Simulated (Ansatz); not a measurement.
```yaml
crystal:
  periodic: [false, false, false]
  atoms:
    - {symbol: O, position_ang: [-1.280619, 1.048497, -0.555844]}
    - {symbol: Al, position_ang: [0.160179, 0.597188, 0.220812]}
    - {symbol: Zn, position_ang: [0.671279, -1.786484, 0.034499]}
    - {symbol: F, position_ang: [1.048197, -3.511237, -0.096155]}
    - {symbol: H, position_ang: [-1.615924, 1.944288, -0.572372]}
    - {symbol: H, position_ang: [1.016889, 1.707747, 0.969050]}
basis:
  gaussian: {orbitals: def2-mTZVPP, fitting: {mean_field: cc-pVTZ-jkfit}, point_charges: [{charge: 0.50, position_ang: [4.006, 0.759, 0.968]}]}
total_charge: 1
magnetization: {spin_polarized: false, initial_magnetization: 1}
hamiltonian: {xc: {name: LC-wPBE}}
scf: {lower_state_search: light}
output: {forces: true}
```

```sh
$ ansatz run in.yaml --threads 2 --pin off --events-out ev --progress --plain --max-ram 4352MiB
```

It prints (some lines left out):

```
Functional definition: LC-wPBE
Error: <dir> the basis set cc-pVTZ-JKFIT has no functions for Zn
```
